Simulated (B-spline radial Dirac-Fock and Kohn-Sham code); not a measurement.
**2p3/2 emission of Pm²⁺**

System: Pm²⁺ in the configuration 1s2 2s2 2p6 3s2 3p6 3d10 4s2 4p6 4d10 4f5 5s2 5p6.

Level of theory: independent-particle rates on relativistic LDA orbitals of the hole state (multipoles up to L = 3, Coulomb Auger matrix elements, transition energies from Dirac-Fock); a radial finite-basis atomic code.

```tsv
line	multipole	energy (eV)	rate (s⁻¹)	share (%)
Lℓ (L3-M1)	E1	4807.1	2.35e+13	3.16
L3-M2	E2	4986.3	1.82e+11	0.0244
L3-M3	E2	5099.6	1.67e+11	0.0225
Lα2 (L3-M4)	E1	5407.4	6.22e+13	8.36
Lα1 (L3-M5)	E1	5431.2	5.50e+14	74.0
Lβ6 (L3-N1)	E1	6119.0	5.51e+12	0.742
Lβ15 (L3-N4)	E1	6329.1	1.02e+13	1.37
Lβ2 (L3-N5)	E1	6333.4	9.09e+13	12.2
Lβ7 (L3-O1)	E1	6415.1	9.74e+11	0.131
```

The listed lines hold 100.0 % of the radiative rate. The radiative width is 0.489 eV in the length form and 0.496 eV in the velocity form; the two differ because the transition energies are not eigenvalue differences of the potential that gave the orbitals.

Values without a named source are computed, but for edge energies of neutral atoms, which are taken from tables.
